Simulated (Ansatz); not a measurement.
Relaxation of CH₆Cl₂OSn (11 atoms, charge 0, multiplicity 1), to a largest force component of 0.03 eV/Å in at most 50 steps.

All numbers below come from Ansatz, RKS r2SCANh/def2-SVP.

```xyz
11
Properties=species:S:1:pos:R:3
Sn -0.117 -0.964 -0.140
O 1.785 1.356 1.327
Cl -0.803 -3.082 -0.895
Cl -0.892 -0.812 2.084
C -1.121 0.524 -1.274
H 2.167 0.494 1.104
H 1.578 -0.989 0.024
H 1.281 1.159 2.129
H -0.389 1.194 -1.739
H -1.756 1.087 -0.581
H -1.732 0.033 -2.039
```

Problem. Where does it end, and by what steps?

Solution. The run converged. After 13 steps the energy has fallen by 0.302 eV; O2 moved furthest, 0.69 Å.

```tsv
step	energy less start (eV)	largest force component (eV/Å)	accepted
0	0.0000	0.318	yes
1	0.0068	2.469	no
2	-0.0552	0.846	yes
3	-0.0936	0.904	yes
4	-0.1126	1.743	yes
5	-0.1813	1.019	yes
6	-0.2479	0.448	yes
7	-0.2824	0.294	yes
8	-0.2915	0.257	yes
9	-0.2998	0.092	yes
10	-0.3011	0.055	yes
11	-0.3012	0.042	yes
12	-0.3016	0.041	yes
13	-0.3016	0.013	yes
```

```xyz
11
Properties=species:S:1:pos:R:3
Sn 0.041 -0.988 -0.082
O 1.243 1.150 0.954
Cl -1.070 -2.954 -0.827
Cl -0.628 -0.929 2.210
C -0.929 0.578 -1.142
H 2.173 1.021 1.176
H 1.676 -1.447 -0.173
H 0.780 1.051 1.801
H -0.179 1.241 -1.588
H -1.531 1.141 -0.419
H -1.576 0.136 -1.909
```

Run time: 90 s on 4 threads of Arm Neoverse N1, on a shared host, peak memory 0.36 GiB.
